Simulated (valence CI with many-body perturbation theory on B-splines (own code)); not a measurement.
Results of a calculation; reference values are marked as such.
# Hyperfine factors and g values of Xe³¹⁺

Level of theory: relativistic CI+MBPT: five valence electrons over a frozen Dirac-Fock core [Ar], radial functions for each j: 7 s, 7 p, 8 d, 6 f, 4 g, 1 h, with the one-electron correlation potential Σ1 (screened to all orders), the two-electron term Σ2, the three-electron term Σ3, Breit, model QED; selected single and double excitations, second order for the rest, scaled by the run's own slope (own B-spline code, finite nucleus).

The last digits are not significant, and no measured levels were compared; by estimate large intervals hold to a few tenths of a per cent, small ones and those within an open d or f shell to about a per cent. Only levels of the ground parity were solved; by the run's estimate the other parity begins above the list, which can be wrong where configurations are misplaced.

A/g_I is the dipole constant over the nuclear g factor μ/I (μ in nuclear magnetons, uniformly magnetised nucleus), B/Q the quadrupole constant per barn. Both hold the static response of the core; the bare values leave it out. Large factors of s and p1/2 electrons are usually good to 5 to 10 %; those of open d and f shells near neutrality can be off by tens of per cent, and small factors of p3/2, d and f electrons come from cancelling terms and can be off by a factor of two or in sign, in half-filled shells by more. B is blank for J = 1/2, where it vanishes, and for nearly pure S terms. Energies count from the lowest level.

Levels are named by their leading jj configuration (3d3/2^4 stands for four electrons in 3d with j = 3/2), which in mixed levels can hold well under half, so a name can repeat and another be missing. Letters in brackets count levels of one name in rising energy.

| Level | E (cm⁻¹) | g | A/g_I (MHz) | A/g_I bare | B/Q (MHz/b) | B/Q bare |
| --- | --- | --- | --- | --- | --- | --- |
| (3d3/2^4 3d5/2) J=5/2 | 0 | 1.726 | 4130 | 5030 | 6920 | 7030 |
| (3d3/2^3 3d5/2^2) J=5/2 [a] | 92466 | 1.152 | 10300 | 10500 | 15700 | 16000 |
| (3d3/2^3 3d5/2^2) J=7/2 [a] | 149900 | 1.129 | 13900 | 14100 | 18800 | 19200 |
| (3d3/2^3 3d5/2^2) J=3/2 [a] | 154830 | 1.297 | 15000 | 15400 | 16600 | 16900 |
| (3d3/2^3 3d5/2^2) J=11/2 | 158110 | 1.163 | 16400 | 16600 | 173 | 156 |
| (3d3/2^3 3d5/2^2) J=9/2 | 174920 | 1.156 | 14900 | 15100 | 17800 | 18100 |
| (3d3/2^3 3d5/2^2) J=5/2 [b] | 178090 | 1.121 | 13800 | 14000 | 5550 | 5660 |
| (3d3/2^3 3d5/2^2) J=1/2 | 188060 | 1.882 | -6840 | -5730 |  |  |
| (3d3/2^3 3d5/2^2) J=7/2 [b] | 218680 | 1.167 | 15800 | 16000 | -9850 | -10000 |
| (3d3/2^2 3d5/2^3) J=5/2 [a] | 230660 | 1.214 | 11200 | 11500 | 82.7 | 86.6 |
| (3d3/2^2 3d5/2^3) J=7/2 [a] | 254460 | 1.186 | 13300 | 13600 | -10200 | -10400 |
| (3d3/2^2 3d5/2^3) J=11/2 | 258960 | 1.047 | 17100 | 17200 | 1230 | 1260 |
| (3d3/2^3 3d5/2^2) J=3/2 [b] | 262020 | 0.848 | 27900 | 27700 | -15700 | -16000 |
| (3d3/2^2 3d5/2^3) J=9/2 [a] | 273800 | 1.145 | 14600 | 14800 | -3320 | -3400 |
| (3d3/2^2 3d5/2^3) J=1/2 [a] | 274770 | 0.645 | 36500 | 36100 |  |  |
| (3d3/2^2 3d5/2^3) J=3/2 [a] | 284420 | 1.159 | 14500 | 14700 | 2780 | 2830 |
| (3d3/2^2 3d5/2^3) J=13/2 | 284670 | 1.072 | 17800 | 18000 | -46.2 | -42.3 |
| (3d3/2^2 3d5/2^3) J=5/2 [b] | 299850 | 1.016 | 18200 | 18300 | -3800 | -3860 |
| (3d3/2^2 3d5/2^3) J=9/2 [b] | 327210 | 1.101 | 16400 | 16500 | 1660 | 1690 |
| (3d3/2^2 3d5/2^3) J=7/2 [b] | 339860 | 0.990 | 21500 | 21500 | -731 | -752 |
| (3d3/2^2 3d5/2^3) J=5/2 [c] | 344110 | 1.041 | 18300 | 18400 | 3500 | 3560 |
| (3d3/2^2 3d5/2^3) J=3/2 [b] | 364300 | 0.763 | 27400 | 27200 | 1460 | 1500 |
| (3d3/2 3d5/2^4) J=5/2 [a] | 374480 | 1.176 | 9380 | 9650 | -11400 | -11600 |
| (3d3/2^2 3d5/2^3) J=7/2 [c] | 374970 | 1.064 | 19200 | 19300 | 5500 | 5610 |
| (3d3/2^2 3d5/2^3) J=1/2 [b] | 383290 | 1.887 | -5320 | -4210 |  |  |
| (3d3/2^2 3d5/2^3) J=9/2 [c] | 410000 | 1.103 | 16200 | 16300 | 13200 | 13400 |
| (3d3/2 3d5/2^4) J=7/2 [a] | 414220 | 1.191 | 12800 | 13100 | -29200 | -29700 |
| (3d3/2 3d5/2^4) J=11/2 | 424400 | 1.061 | 17400 | 17600 | -1470 | -1470 |
| (3d3/2 3d5/2^4) J=3/2 [a] | 443000 | 0.861 | 19300 | 19200 | -17900 | -18300 |
| (3d3/2 3d5/2^4) J=5/2 [b] | 467370 | 1.113 | 15600 | 15800 | 15600 | 15900 |
| (3d3/2 3d5/2^4) J=9/2 | 483240 | 1.107 | 15700 | 15800 | -29200 | -29800 |
| (3d3/2^2 3d5/2^3) J=5/2 [d] | 499660 | 1.103 | 13800 | 14000 | -8710 | -8860 |
| (3d3/2 3d5/2^4) J=7/2 [b] | 512880 | 0.953 | 20300 | 20300 | 25500 | 26000 |
| (3d3/2^2 3d5/2^3) J=3/2 [c] | 517160 | 1.211 | 14800 | 15100 | -14400 | -14700 |
| (3d3/2 3d5/2^4) J=1/2 | 577570 | 0.902 | 35.3 | 35.7 |  |  |
| (3d5/2^5) J=5/2 | 621970 | 1.176 | 12400 | 12700 | -23500 | -24000 |
| (3d3/2 3d5/2^4) J=3/2 [b] | 641780 | 0.890 | 27600 | 27500 | 27200 | 27700 |

Take the isotope of mass number 131, with I = 3/2, μ = 0.69185 μN and Q = -0.114 b. What is the hyperfine structure of (3d3/2^3 3d5/2^2) J=1/2?

From the table A = -3160 MHz. Shifts from the centre of gravity in MHz: F = 1: 3950, F = 2: -2370.
